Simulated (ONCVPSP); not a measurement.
# Be (Z = 4): variants of one ONCV potential

Base potential:

```
Element                 : beryllium
Generator               : ONCVPSP 4.0.1
Type                    : optimised norm-conserving Vanderbilt (ONCV)
Functional              : PBE
Relativity              : scalar-relativistic
Frozen core             : none
Valence charge          : 4
Reference configuration : 1s2 2s2
Partial waves           : 1s+2s: rc 0.65 bohr, ncon 5, nbas 9, qcut 19.8 1/bohr, 3 projectors, debl 1.9 Ha; p scattering state at 0.06 Ha: rc 0.50 bohr, ncon 4, nbas 7, qcut 19.7 1/bohr, 2 projectors, debl 1.3 Ha; d scattering state at 0.02 Ha: rc 0.50 bohr, ncon 3, nbas 7, qcut 16.2 1/bohr, 2 projectors, debl 0.8 Ha
Local potential         : polynomial inside 0.40 bohr (lpopt 2, dvloc0 -1 Ha)
Core correction         : none
```

Cutoffs, loose and tight: the cutoffs (Ha) at which the residual kinetic energy of the hardest occupied pseudo-wave falls to 1 and 0.1 mHa per electron. They do not see the model core or the augmentation charge, which bear on the density cutoff. Test errors are all-electron minus pseudo excitation energies from the reference, over the configurations 1s2 2s1; 1s2 2s0; 1s2 2s1.5; 1s1 2s2. A dash means not determined; rows that change the core or the reference have their own tests.

A true bound ghost makes a file unfit for plane-wave use even where its test errors are small: the radial tests pick states by their node count and pass the ghost by.

| change | outcome | cutoff, loose | cutoff, tight | bound ghosts | GHOST(+) flags above zero | largest test error (meV) |
| --- | --- | --- | --- | --- | --- | --- |
| base | generated | 142 Ha | 167 Ha | none | d | +356 |
| local potential polynomial inside 0.45 bohr (lpopt 5, dvloc0 1 Ha) | generated | 142 Ha | 167 Ha | none | d | +356 |
| d: nproj 3 | generated | 142 Ha | 167 Ha | d | d | +356 |
| d: qcut 12.8 | generated | 142 Ha | 167 Ha | none | d | +356 |
| s: nbas 10 | generated | 139 Ha | 164 Ha | none | d | +373 |
| d: rc 0.38; local potential polynomial inside 0.38 bohr (lpopt 2, dvloc0 -1 Ha) | generated | 142 Ha | 167 Ha | d | d | +356 |
| s: qcut 16.3 | generated | 118 Ha | 205 Ha | none | s, d | +484 |

(1) What comes out with this change to the base: core [He], valence charge 2; reference 2s2; waves now 2s: rc 1.95 bohr, ncon 4, nbas 8, qcut 2.8 1/bohr, 2 projectors, debl 1.1 Ha; p scattering state at 0.26 Ha: rc 1.65 bohr, ncon 4, nbas 9, qcut 5.2 1/bohr, 2 projectors, debl 2.2 Ha; d scattering state at 0.27 Ha: rc 1.65 bohr, ncon 5, nbas 8, qcut 5.1 1/bohr, 2 projectors, debl 1.6 Ha; local potential polynomial inside 1.60 bohr (lpopt 1, dvloc0 4 Ha); core correction polynomial model core, fcfact 0.45?

(2) What comes out with this change to the base: all radii scaled by about 1.16 (s 0.76, p 0.58, d 0.58 bohr); local potential polynomial inside 0.48 bohr (lpopt 2, dvloc0 -1 Ha)?

(3) What comes out with this change to the base: s: qcut 29; p: qcut 28.9; d: qcut 23.8?

## Answers

(1) outcome: generated, projector energies reset by the program; cutoff, loose: 5.7 Ha; cutoff, tight: 38 Ha; bound ghosts: none; GHOST(+) flags above zero: s; largest test error (meV): -5.8.

(2) outcome: generated; cutoff, loose: 124 Ha; cutoff, tight: 147 Ha; bound ghosts: d; GHOST(+) flags above zero: d; largest test error (meV): +536.

(3) outcome: generated; cutoff, loose: 174 Ha; cutoff, tight: 212 Ha; bound ghosts: d; GHOST(+) flags above zero: d; largest test error (meV): +252.
